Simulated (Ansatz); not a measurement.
Input for Ansatz (an electronic-structure program): R-BLYP/def2-TZVPPD on GeH4 (SMILES [GeH4]). Files ending in .json are basis or fitting sets from the Basis Set Exchange.

Ansatz 0.2 input:
```yaml
crystal:
  periodic: [false, false, false]
  atoms:
    - {symbol: Ge, position_ang: [-0.28487261, 0.14269139, 0.13678956]}
    - {symbol: H, position_ang: [-0.81388557, -0.21854167, -1.26177694]}
    - {symbol: H, position_ang: [-0.68262781, 1.57598804, 0.49631305]}
    - {symbol: H, position_ang: [1.23215911, -0.05081856, 0.19211862]}
    - {symbol: H, position_ang: [-0.95349594, -0.83098348, 1.13506136]}
basis:
  gaussian:
    orbitals: def2-TZVPPD.json
hamiltonian:
  xc: {name: BLYP}
scf: {lower_state_search: off}
```

The head of its log:

```
WARN ansatz: RAYON_NUM_THREADS=1 ignored (pool sized by the plan → 1); use --threads N
Functional definition: BLYP
these checks for a lower state are left out or cut short: stability, starts, cluster_reference, orbital_swaps, neighbouring_geometries, increment
integrals: 0.03 GiB planned
609 factors; their error is unknown
mean field: 0.30 GiB planned
mean field evaluation 1: about -56583.1793 eV, gradient 2.8e1 eV
mean field evaluation 2: about -56583.6373 eV, gradient 3.1e1 eV
```

Question: What total energy does the run end on?

Answer: -2079.4322 hartree.
